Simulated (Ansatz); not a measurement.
Process, species as SMILES: Clc1ccoc1 + 5 C (CH4) + O (H2O) → 2 C=C (C2H4) [ethene] + CC (C2H6) + CCl (CH3Cl) [chloromethane] + 2 CO (CH4O)
Structures are relaxed separately at B3LYP-D3(BJ)/def2-TZVP in Ansatz (a first-principles code). Unstable Hartree-Fock reference: Clc1ccoc1.

Property: bond separation energy (electronic energy difference), in kcal/mol. Cores are frozen in the correlated levels unless marked. Spin-orbit coupling is left out. No relativistic terms. Basis-set limits of correlation are two-point, X^-3; Hartree-Fock from the larger set. The bracket is a focal-point correction in the basis named.

```
level                                                                 program  bond separation energy (kcal/mol)
-------------------------------------------------------------  --------------  ---------------------------------
PBE0-D4/def2-TZVPD                                             Ansatz + dftd4                                  …
BHLYP-D3(BJ)/def2-TZVPD                                        Ansatz + dftd3                               38.3
BHLYP/def2-TZVPD                                                       Ansatz                               37.6
r2SCAN0-D4/def2-TZVPD                                          Ansatz + dftd4                                  …
CCSD/cc-pV(T+d)Z                                                       Ansatz                               39.6
RI-MP2/CBS(cc-pV(T+d)Z,cc-pV(Q+d)Z)+[CCSD(T)-MP2]/cc-pV(T+d)Z          Ansatz                               42.3
```

Task: What belongs in the gaps?

Result: 
- PBE0-D4/def2-TZVPD, bond separation energy (kcal/mol): 46.1
- r2SCAN0-D4/def2-TZVPD, bond separation energy (kcal/mol): 46.4
